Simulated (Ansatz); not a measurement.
Isomers of FGeH₃OSi, relaxed with PBE0-D4/def2-TZVP in Ansatz; electronic energies, one conformer each and not always the lowest. Functionals use def2-TZVPP; CBS adds triple-zeta CCSD(T) − MP2 to the MP2 limit of def2-TZVPP and def2-QZVPP.

Outer-core shells of Ge are correlated without core-valence functions. Scalar relativity is left out up to krypton. Spin–orbit coupling is left out.

Q: Order them by energy at frozen-core CCSD(T)/CBS, lowest first. (Best estimate.)
A. `F[SiH]1[O][GeH2]1`
B. `[F][Ge][O][SiH3]`
C. `[F][GeH]1[O][SiH2]1`

A: B (0.0 kcal/mol), A (16.6 kcal/mol), C (37.4 kcal/mol).

Q: How do PBE-D4, ωB97M-V, MP2/CBS(def2), r2SCAN-D4 place them (kcal/mol, against `[F][Ge][O][SiH3]`)? (An estimate is asked.)

A: The calculation gave: 
```tsv
isomer	PBE-D4	ωB97M-V	MP2/CBS(def2)	r2SCAN-D4
`[F][GeH]1[O][SiH2]1`	33.8	39.6	36.4	33.2
`F[SiH]1[O][GeH2]1`	15.0	19.3	15.4	13.1
```
